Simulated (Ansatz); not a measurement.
C3H8Si, SMILES `C=[Si](C)C` (charge 0, multiplicity 1).

Method: Ansatz (a program for electronic structure) with LC-ωPBE/cc-pVTZ // PBE0-D3(BJ)/def2-TZVP.

Ansatz 0.2 input:
```yaml
crystal:
  periodic: [false, false, false]
  atoms:
    - { symbol: C, position_ang: [-1.035721, -1.661909, 0.040717] }
    - { symbol: Si, position_ang: [-0.137322, -0.220428, 0.007026] }
    - { symbol: C, position_ang: [1.72306, -0.188961, -0.056578] }
    - { symbol: C, position_ang: [-0.927719, 1.46508, 0.026879] }
    - { symbol: H, position_ang: [-2.119282, -1.668296, 0.074093] }
    - { symbol: H, position_ang: [-0.564792, -2.638258, 0.025674] }
    - { symbol: H, position_ang: [2.076525, 0.316787, -0.959172] }
    - { symbol: H, position_ang: [2.120289, -1.205102, -0.052293] }
    - { symbol: H, position_ang: [2.136323, 0.348178, 0.801334] }
    - { symbol: H, position_ang: [-0.589121, 2.0475, 0.887956] }
    - { symbol: H, position_ang: [-2.013854, 1.374477, 0.076339] }
    - { symbol: H, position_ang: [-0.668385, 2.03093, -0.871977] }
basis:
  gaussian: { orbitals: cc-pVTZ }
hamiltonian:
  xc: lc_wpbe
```

Output:

```
Functional definition: LC-wPBE
1247 factors; their error is unknown
437 factors; integrals over basis functions are off by at most 2.1e-5 eV
mean field evaluation 1: about -11108.6761 eV, gradient 5.4e1 eV
mean field evaluation 2: about -11111.5627 eV, gradient 4.0e1 eV
mean field evaluation 4: about -11115.2912 eV, gradient 2.1e0 eV
mean field evaluation 8: about -11115.3103 eV, gradient 1.4e-1 eV
mean field evaluation 16: about -11115.2715 eV, gradient 4.7e-5 eV
mean field -11115.27149328 eV, -408.4786931766 hartree, gradient 4.7e-5 eV, S^2 0.000000; 0 other end points of the search recorded, 0 dependent functions left out
reference -11115.27149329 eV, -408.4786931768 hartree; 20, 20 occupied and 216, 216 virtual orbitals, 1247 factors
Total energy: -11115.27149329 eV, -408.4786931768 hartree
```
